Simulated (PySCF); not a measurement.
Vertical excitations of a molecule C2H4Cl2Si2 from TDDFT-M06-2X/def2-SVPD (PySCF), as energy in eV (oscillator strength): 4.94 (0.000), 5.87 (0.003), 5.87 (0.003), 7.33 (0.001), 7.34 (0.004), 7.57 (0.974), 7.64 (0.020), 7.75 (0.422), 7.87 (0.000), 7.91 (0.016). Lowest triplet (TDA): 4.62 eV. The structure is a stationary point at PBE0-D3(BJ)/def2-SVP. The values are those of a single conformer.

Task: Which molecule gave these data?
(A) ClC1=C(Cl)[SiH2][SiH2]1
(B) [SiH3]C#C[SiH](Cl)Cl
(C) C#C[SiH2][SiH](Cl)Cl
(D) ClC1=C[Si@@H](Cl)[SiH2]1

Result: B, [SiH3]C#C[SiH](Cl)Cl
